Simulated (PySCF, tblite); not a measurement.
A database entry of computed molecular properties. Lists by class give the value and the number of equivalent atoms.

```json
{
 "formula": "C6H16P",
 "smiles": "CC[C@@H](C)[PH+](C)C",
 "inchi": "InChI=1S/C6H15P/c1-5-6(2)7(3)4/h6H,5H2,1-4H3/p+1/t6-/m1/s1",
 "charge": 1,
 "multiplicity": 1,
 "geometry_level": "GFN2-xTB",
 "atoms_angstrom": [
  ["C", 2.211, 0.861, -0.223],
  ["C", 1.415, -0.117, -1.077],
  ["C", 0.287, -0.822, -0.313],
  ["C", 0.787, -1.748, 0.798],
  ["P", -0.886, 0.386, 0.406],
  ["C", -2.34, -0.456, 1.068],
  ["C", -1.426, 1.635, -0.779],
  ["H", 1.58, 1.674, 0.141],
  ["H", 3.009, 1.3, -0.815],
  ["H", 2.667, 0.362, 0.627],
  ["H", 0.997, 0.406, -1.94],
  ["H", 2.088, -0.884, -1.463],
  ["H", -0.303, -1.41, -1.031],
  ["H", -0.014, -2.376, 1.182],
  ["H", 1.561, -2.403, 0.405],
  ["H", 1.212, -1.183, 1.626],
  ["H", -0.292, 1.022, 1.475],
  ["H", -3.043, 0.283, 1.452],
  ["H", -2.822, -1.03, 0.276],
  ["H", -2.055, -1.128, 1.876],
  ["H", -0.584, 2.23, -1.13],
  ["H", -1.894, 1.138, -1.632],
  ["H", -2.158, 2.29, -0.306]
 ],
 "electronic_structure_code": "PySCF",
 "results": {
  "GFN2-xTB geometry": {
   "point_group": "C1",
   "rotational_constants_GHz": [2.71, 1.612, 1.182]
  },
  "PBE0/pcSseg-1 ground state and GIAO shieldings, non-relativistic": {
   "homo_eV": -13.54,
   "lumo_eV": -3.64,
   "shift_vs_computed_TMS_C_by_class_ppm": [
    [35.9, 1],
    [26.8, 1],
    [15.4, 1],
    [10.2, 1],
    [5.1, 1],
    [4.9, 1]
   ],
   "shift_vs_computed_TMS_H_by_class_ppm": [
    [5.47, 1],
    [2.49, 1],
    [2.18, 1],
    [2.01, 3],
    [1.98, 3],
    [1.96, 1],
    [1.62, 3],
    [1.17, 3]
   ],
   "shielding_other_nuclei_by_class_ppm": [
    ["P", 332.0, 1]
   ],
   "charges_hirshfeld_e_by_atom": [-0.11, -0.06, -0.03, -0.1, 0.48, -0.12, -0.12, 0.04, 0.07, 0.05, 0.05, 0.07, 0.07, 0.06, 0.07, 0.05, 0.05, 0.08, 0.08, 0.08, 0.08, 0.08, 0.09]
  },
  "GFN2-xTB harmonic vibrations, gas phase": {
   "strongest_ir_bands_cm-1_km_per_mol_modes": [
    [850.8, 52.0, 1],
    [912.3, 63.3, 1],
    [931.3, 132.6, 1],
    [939.8, 58.1, 1],
    [2420.8, 86.4, 1],
    [2984.5, 40.2, 1]
   ],
   "zpe_kcal_per_mol": 127.7
  }
 }
}
```

The zero-point energy, half the sum of the 63 harmonic wavenumbers, equals 44650 cm⁻¹ or 534 kJ/mol. The rotational constants make it an asymmetric top with κ = (2B − A − C)/(A − C) = -0.44, nearer the prolate limit (−1). With B = h/(8π²I), that is 505.379 GHz u Å² over I, the principal moments of inertia are 186.5, 313.4 and 427.4 u Å² (most abundant isotopes); the inertial defect Ic − Ia − Ib is -72.5 u Å² (zero for a rigid planar frame, negative otherwise).

 NMR classes are plain means over equivalent atoms (diastereotopic ones count apart unless rotation or inversion swaps them), as if these changed places fast; in this geometry the members of some classes differ.

For the NMR shielding job (PBE0/pcSseg-1), hardware: Arm Neoverse V1, one thread, shared host with 32 logical CPUs at a one-minute load of 25. Cost: 37 s of wall time, 0.95 GiB resident at most.

Shape of the structure used: `[CH3:1][CH2:2][C@@H:3]([CH3:4])[PH+:5]([CH3:6])[CH3:7]`: C1–C2–C3–C4 -65°, C2–C3–P5–C6 171°.

One conformer stands for the species.
